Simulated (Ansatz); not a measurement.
Gas-phase electronic energies from Ansatz, PBE0-D4/def2-TZVP geometries. CCSD(T)/CBS is the MP2 limit (def2-TZVPP, def2-QZVPP) plus CCSD(T) − MP2 in def2-TZVPP, frozen cores. This one scheme is used for every species. DFT in def2-TZVPP. B3LYP here is the variant with VWN-RPA as its local correlation; programs differ in this. Each species was taken in one conformer, which may not be the lowest.

`[CH3][AlH][O][SiH2][SiH3]` + `N=C=O` → `[CH3][AlH][N]=C=O` + `O[SiH2][SiH3]`  (ligand exchange at the Al–O bond)

(1) Is it downhill or uphill in electronic energy at CCSD(T)/CBS, and by how much? (An estimate is asked.)

(2) What do these levels give: r2SCAN-D4, PBE0-D4, ωB97M-V, B2PLYP, r2SCAN, B3LYP, MP2/def2-TZVPP, CCSD/def2-TZVPP, CCSD(T)/def2-TZVPP, MP2/def2-QZVPP, SCS-MP2/def2-QZVPP, HF/CBS(def2)? (Estimate.)

Largest T1 diagnostic among the species: 0.018.

Results:

(1) Computed: Uphill: ΔE = +15.4 kJ/mol.

(2) Ansatz gave: r2SCAN-D4 16.3, PBE0-D4 13.6, ωB97M-V 15.2, B2PLYP 13.1, r2SCAN 14.7, B3LYP 10.8, MP2/def2-TZVPP 14.0, CCSD/def2-TZVPP 14.0, CCSD(T)/def2-TZVPP 15.7, MP2/def2-QZVPP 14.3, SCS-MP2/def2-QZVPP 14.3, HF/CBS(def2) 6.1 kJ/mol.

In def2-TZVPP, CCSD(T) changes the Hartree–Fock value by +11.0 kJ/mol (the triples alone add +1.7 kJ/mol) and MP2 by +9.3 kJ/mol. The D4 term adds +7.4 kJ/mol with B3LYP and +4.6 kJ/mol with PBE0; it sums over pairs of atoms, weighted by their polarisabilities, and B3LYP, whose exchange is more repulsive, gets the larger term.
